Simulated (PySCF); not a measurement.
C₅H₄F₄O₂.
InChI=1S/C5H4F4O2/c1-2(11-5(8)9)3(10)4(6)7/h4-5H,1H2

Torsions of this conformer, `[CH2:1]=[C:2]([O:3][CH:4]([F:5])[F:6])[C:7](=[O:8])[CH:9]([F:10])[F:11]`: C1–C2–O3–C4 -27°, C2–O3–C4–F5 -165°, C1–C2–C7–O8 -10°, C2–C7–C9–F10 177°.

The closed-shell ground state was solved at several levels (PySCF, density fitting, gas phase, non-relativistic). Isolated species at its PBE0-D3(BJ)/def2-SVP geometry (one conformer only).

| level | basis functions | total energy (Eh) | HOMO (eV) | LUMO (eV) | gap (eV) | dipole (D) |
| --- | --- | --- | --- | --- | --- | --- |
| wB97X-D/def2-SVPD | 270 | -741.9786 | -10.26 | -0.89 | 9.37 | 2.60 |
| B3LYP/pcJ-1 | 337 | -742.7255 | -8.07 | -2.78 | 5.29 | 2.58 |
| PBE0/pcSseg-1 | 207 | -741.8985 | -8.32 | -2.58 | 5.74 | 2.57 |

Question: Estimate the row for wB97X-D/pcSseg-2, a basis of 452 functions; the other rows only guide the guess.

Answer: Total energy -742.7998 Eh, HOMO -10.17 eV, LUMO -0.81 eV, gap 9.36 eV, dipole 2.54 D.

Question: How far do the dipole and the HOMO energy spread over the levels?

Answer: The dipole runs from 2.54 to 2.60 D (mean 2.57 D) and the HOMO from -10.26 to -8.07 eV.

wB97X-D is run here without its empirical dispersion term; that term would change no orbital, density or response property at a fixed geometry.
